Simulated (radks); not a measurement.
Results of a calculation; reference values are marked as such.
Polarisability of the tellurium ion Te+, [Kr] 4d10 5s2 5p3, at imaginary frequency. Level of theory: non-relativistic Kohn-Sham, LB94 model potential, spin-polarised, spherical densities, point nucleus; open shells are filled with parallel spins first (spin-orbit coupling, left out, can overturn this in heavy ions); relativity is left out, which matters for an element this heavy (a radial shooting solver on a logarithmic mesh with Libxc functionals). Response by self-consistent Sternheimer equations with the Hartree and adiabatic LDA kernel.

w (hartree),alpha1(iw) (bohr^3)
0.00266,22.63
0.0143,22.61
0.0360,22.49
0.0697,22.11
0.118,21.19
0.186,19.41
0.280,16.53
0.413,12.80
0.605,8.932
0.892,5.690
1.35,3.388
2.12,1.896
3.59,0.9355
6.94,0.3459
17.5,0.07632

Static values: alpha1 = 22.63 bohr^3 (3.354 angstrom^3; uncoupled 37.41). C6 = 191.2, triple-dipole C9 = 3093 atomic units. One-pole (London) frequency 4 C6 / (3 alpha1^2) = 0.498 hartree, against 0.692 for minus the highest occupied eigenvalue.
